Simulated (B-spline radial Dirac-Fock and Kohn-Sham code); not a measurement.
**K-line shifts caused by a second vacancy in W⁸⁺**

System: W⁸⁺, configuration [Kr] 4d10 4f14 5s2 5p4.

Model: Dirac-Fock ΔSCF + Breit + QED. Program: an atomic code on a B-spline grid. Each two-hole energy is an average over J within one jj subconfiguration, not an observable level; in light atoms, where LS coupling holds, the j-resolved values are not observed lines, and for a K spectator the Kα1 hypersatellite is nearly forbidden. No correlation.

Lines without a spectator: Kα2 (K-L2) 57978.5 eV, Kα1 (K-L3) 59316.1 eV, Kβ3 (K-M2) 66946.5 eV, Kβ1 (K-M3) 67239.4 eV. Shifts in eV with one spectator hole (a dash: not computed, or left out as unreliable):

| spectator hole | Kα2 | Kα1 | Kβ3 | Kβ1 |
| --- | --- | --- | --- | --- |
| K (1s) | +981.4 | +1055.5 | +1270.7 | +1288.0 |
| L2 (2p1/2) | +125.3 | +168.8 | – | +321.3 |
| L3 (2p3/2) | +94.6 | +103.8 | +241.9 | – |
| M2 (3p1/2) | – | +26.77 | +51.6 | +61.2 |
| M3 (3p3/2) | +14.63 | – | +43.9 | +44.4 |
| M4 (3d3/2) | +5.01 | +1.63 | – | – |
| M5 (3d5/2) | -0.39 | +3.67 | – | – |
